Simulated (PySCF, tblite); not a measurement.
Isomers of C6H6F2O. Calculated harmonic vibrations of the isolated species, GFN2-xTB (tblite), most abundant isotopes, no scaling. Against measured fundamentals such values can be off by several per cent, at times by over 20. One conformer each.

Electronic energies: PBE0/pcSseg-1 single points on the GFN2-xTB geometries (PySCF, gas phase).

| SMILES | electronic energy, lowest = 0 (kJ/mol) |
| --- | --- |
| CO/C(F)=C/C#CCF | 136.4 |
| FC/C(F)=C1/C=CCO1 | 0.0 |
| C/C(=C\CF)C(F)=C=O | 65.6 |

Problem. How do GFN2-xTB zero-point energies change the relative energies?

Solution. 
```json
{"SMILES": "FC/C(F)=C1/C=CCO1", "ZPE (kJ/mol)": "279.2", "of it from modes above 1550 cm⁻¹": "128.0", "electronic (kJ/mol)": "0.0", "with ZPE, lowest = 0 (kJ/mol)": "0.0", "lowest mode (cm⁻¹)": "47", "rings": "1"}
{"SMILES": "C/C(=C\\CF)C(F)=C=O", "ZPE (kJ/mol)": "273.8", "of it from modes above 1550 cm⁻¹": "131.3", "electronic (kJ/mol)": "65.6", "with ZPE, lowest = 0 (kJ/mol)": "60.2", "lowest mode (cm⁻¹)": "37", "rings": "0"}
{"SMILES": "CO/C(F)=C/C#CCF", "ZPE (kJ/mol)": "271.4", "of it from modes above 1550 cm⁻¹": "131.4", "electronic (kJ/mol)": "136.4", "with ZPE, lowest = 0 (kJ/mol)": "128.6", "lowest mode (cm⁻¹)": "3i", "rings": "0"}
```

The zero-point energies span 7.8 kJ/mol, from `CO/C(F)=C/C#CCF` to `FC/C(F)=C1/C=CCO1`. Slightly imaginary modes are left out of the zero-point energy: `CO/C(F)=C/C#CCF` 2.6i cm⁻¹. The order is unchanged.

Problem. And how do the electronic energies of GFN2-xTB itself compare?

Solution. `FC/C(F)=C1/C=CCO1` 0.0; `C/C(=C\CF)C(F)=C=O` 84.1; `CO/C(F)=C/C#CCF` 123.9 kJ/mol, lowest = 0. Against the energies above, taken from the same isomer `FC/C(F)=C1/C=CCO1`, the largest difference is 18.5 kJ/mol.
